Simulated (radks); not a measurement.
Problem. All-electron atom: Hf XLIV in [Ar] 3d10 4s1. Method: scalar-relativistic Kohn-Sham, PBE, spin-polarised, spherical densities, finite nucleus; open shells are filled with parallel spins first (spin-orbit coupling, left out, can overturn this in heavy ions); Fermi nuclear charge, rms radius 5.347 fm; computed with a radial shooting solver on a logarithmic mesh with Libxc functionals. Some entries of the table are withheld. Estimate them.

orbital  occ.  eigenvalue (eV)  <r> (bohr)
1s up       1        -67372.42     0.01899
1s down     1        -67371.30     0.01899
2s up       1        -13227.48     0.08023
2s down     1        -13226.75     0.08023
2p up       3        -11874.53     0.07155
2p down     3        -11873.80     0.07155
3s up       1        -4505.366      0.2049
3s down     1        -4503.882      0.2048
3p up       3        -4099.016      0.2037
3p down     3        -4097.491      0.2036
3d up       5        -3634.738      0.1834
3d down     5        -3633.442      0.1833
4s up       1              (1)         (2)
4s down     0              (3)         (4)

Solution. 
(1) 4s up eigenvalue (eV): -2205.003
(2) 4s up <r> (bohr): 0.4065
(3) 4s down eigenvalue (eV): -2198.171
(4) 4s down <r> (bohr): 0.4060
